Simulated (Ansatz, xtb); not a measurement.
**A geometry optimisation of AlBrClHSi2 with r2SCAN-D4/def2-SVP**

The starting geometry of this gas-phase triplet was built from a drawn formula by distance geometry and a force field; its bonds are those of `[Al]/[Si](Cl)=[SiH]\Br`.

```json
{"atom": "Al", "x (Å)": "-2.6475", "y (Å)": "3.6850", "z (Å)": "2.0842"}
{"atom": "Br", "x (Å)": "1.5583", "y (Å)": "3.7611", "z (Å)": "3.0940"}
{"atom": "Cl", "x (Å)": "-1.7256", "y (Å)": "1.2638", "z (Å)": "-0.7853"}
{"atom": "Si", "x (Å)": "-1.1086", "y (Å)": "2.4810", "z (Å)": "0.8092"}
{"atom": "Si", "x (Å)": "0.8774", "y (Å)": "2.5152", "z (Å)": "1.3303"}
{"atom": "H", "x (Å)": "1.8301", "y (Å)": "1.7112", "z (Å)": "0.5393"}
```

Predict what it relaxes into with r2SCAN-D4/def2-SVP.

New bonds form, giving a structure with Cl3 bridging Si4 and Al1, given below by its coordinates. Distances that change by over a tenth: Cl3–Si4 (2.10 → 2.38 Å), Si4–Si5 (2.05 → 2.38 Å). Contacts that close: Al1–Cl3 (3.87 → 2.44 Å), Al1–Si5 (3.79 → 2.54 Å).

The energy falls by 1.71 eV over 31 steps:

```tsv
step	E − E(last) (eV)
1	1.706
4	1.416
8	0.971
11	0.720
14	0.285
18	0.172
21	0.167
24	0.090
28	0.000
31	0.000
```

Final geometry (Å):

```yaml
atoms:
  - { symbol: Al, position_ang: [-1.9800, 2.3917, 1.9382] }
  - { symbol: Br, position_ang: [1.5833, 4.1502, 2.7070] }
  - { symbol: Cl, position_ang: [-1.8128, 1.3136, -0.2440] }
  - { symbol: Si, position_ang: [-0.9692, 3.5320, -0.0981] }
  - { symbol: Si, position_ang: [0.5180, 2.5914, 1.4999] }
  - { symbol: H, position_ang: [1.4447, 1.4383, 1.2687] }
```

From the same start GFN2-xTB ends elsewhere, differing in Al1–Si5 (3.92 against 2.54 Å here), Cl3–Si4 (4.46 against 2.38 Å here).

The end wasn't checked by frequencies. Open shells are spin-unrestricted. The triplet needn't be the ground state. Run with Ansatz 0.2.0, 4.4 min on 2 threads of Intel(R) Xeon(R) Platinum 8375C CPU @ 2.90GHz (Ice Lake), on a shared host.
